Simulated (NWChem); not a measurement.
System: Si$_{2}$H$_{5}$OCl; SMILES O[Si@@H]([SiH3])Cl

Here is an NWChem input.

```
start job
memory heap 200 mb stack 900 mb global 1100 mb
geometry units angstroms noautoz
  O      1.917446     0.101900     0.379590
  Si     0.424190     0.129580    -0.381226
  Si    -0.614510    -1.913296     0.100426
  Cl    -0.796169     1.645849     0.401609
  H      2.481586     0.881920     0.228432
  H      0.563507     0.441999    -1.847607
  H     -0.756209    -2.048148     1.590759
  H     -1.979507    -1.920322    -0.531190
  H      0.183068    -3.070135    -0.437774
end
basis spherical
  O library def2-svp
  Si library def2-svp
  Cl library def2-svp
  H library def2-svp
end
dft
  xc xpbe96 cpbe96
  iterations 150
  mulliken
end
task dft energy
```

The geometry was optimised at PBE-D3(BJ)/def2-SVP.

### Question
Predict the main results of this run. (PBE/def2-SVP.) Quantities: energy (Ha); highest occupied level (eV); orbital gap (eV); dipole (D).

### Answer
```
Quantity                       Result
---------------------------  --------
energy (Ha)                  -1116.53
highest occupied level (eV)     -6.83
orbital gap (eV)                 5.92
dipole (D)                       1.48
```
